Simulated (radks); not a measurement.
All-electron atom: Au II in [Xe] 4f14 5d10 (the NIST ground configuration).

Method: non-relativistic Kohn-Sham, r2SCAN, spin-polarised, spherical densities, point nucleus; meta-GGA in the generalised Kohn-Sham scheme; relativity is left out, which matters for an element this heavy; computed with a radial shooting solver on a logarithmic mesh with Libxc functionals.

Energy parts (hartree):
part                       energy
total                 -17869.4731
kinetic                17865.1425
electron-nucleus      -42542.4737
Hartree                 7150.2501
exchange-correlation    -342.3919

Orbitals (lengths in bohr, moments of r in powers of bohr; <r^-3> diverges for s and p1/2):
1s: occ. 2; eigenvalue (hartree) -2688.752; <r^2> 0.0004909
2s: occ. 2; eigenvalue (hartree) -449.8960; <r^2> 0.007636
2p: occ. 6; eigenvalue (hartree) -432.3254; <r^-3> 17430; <r^2> 0.005636
3s: occ. 2; eigenvalue (hartree) -105.8332; <r^2> 0.04721
3p: occ. 6; eigenvalue (hartree) -97.56323; <r^-3> 3806; <r^2> 0.04350
3d: occ. 10; eigenvalue (hartree) -82.16397; <r^-3> 676.0; <r^2> 0.03357
4s: occ. 2; eigenvalue (hartree) -22.77994; <r^2> 0.2259
4p: occ. 6; eigenvalue (hartree) -19.18190; <r^-3> 895.5; <r^2> 0.2320
4d: occ. 10; eigenvalue (hartree) -12.58537; <r^-3> 140.6; <r^2> 0.2449
4f: occ. 14; eigenvalue (hartree) -3.78663; <r^-3> 30.50; <r^2> 0.2858
5s: occ. 2; eigenvalue (hartree) -3.47328; <r^2> 1.194
5p: occ. 6; eigenvalue (hartree) -2.33691; <r^-3> 146.6; <r^2> 1.427
5d: occ. 10; eigenvalue (hartree) -0.58869; <r^-3> 13.04; <r^2> 2.802

The highest occupied level is 5d at -16.019 eV. The electron density at the nucleus is 3.538e+05 e/bohr^3. Virial ratio -V/T = 2.00024. The density falls to 0.001 e/bohr^3 at r = 3.69 bohr. Summed over all electrons, <r^2> = 48.00 bohr^2, which gives a Langevin (diamagnetic) susceptibility term of -38 x 10^-6 cm^3/mol.
